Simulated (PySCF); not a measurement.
These 2 structures share the formula CH9PSi2. Level of theory: PBE0-D3(BJ)/def2-SVP geometry optimisation, gas phase in PySCF. One conformer each; no zero-point energy, no entropy. No frequencies were run at this level. Point groups hold within 0.08 Å.

Question: Order them by energy at this level, lowest first, and give relative energies in kcal/mol.
A. `[CH3:1][SiH2:2][SiH2:3][PH2:4]` with C1–Si2–Si3–P4 -57°, Si2–Si3–P4–H -44° and 49°
B. `[SiH3:1][CH2:2][SiH2:3][PH2:4]` with Si1–C2–Si3–P4 -178°, C2–Si3–P4–H -77° and -171°

Answer: A (0.0), B (2.6).

As drawn, the lower has an Si–Si bond, which the higher lacks.

| SMILES | E (Eh) | E rel (kcal/mol) | dipole (D) | point group | A, B, C (MHz) |
| --- | --- | --- | --- | --- | --- |
| C[SiH2][SiH2]P | -963.12644 | 0.0 | 1.49 | C1 | 4894, 1568, 1320 |
| [SiH3]C[SiH2]P | -963.12235 | 2.6 | 0.68 | – | 11928, 1096, 1043 |

Q: How do the relative energies change in single points at KT2/pcSseg-2 (no added dispersion term) on the same geometries?

A: 
| SMILES | PBE0-D3(BJ)/def2-SVP (kcal/mol) | KT2/pcSseg-2 (kcal/mol) | shift |
| --- | --- | --- | --- |
| C[SiH2][SiH2]P | 0.0 | 0.0 | 0.0 |
| [SiH3]C[SiH2]P | 2.6 | 2.5 | -0.1 |

Each column counts from its own lowest isomer. The order is unchanged; the largest shift is 0.1 kcal/mol.

Q: As an exercise, what shares would exp(−E/RT) give at 1000 K from these electronic energies alone (no entropy, no degeneracies)?

A: RT = 1.987 kcal/mol: C[SiH2][SiH2]P 78.4 %, [SiH3]C[SiH2]P 21.6 %.
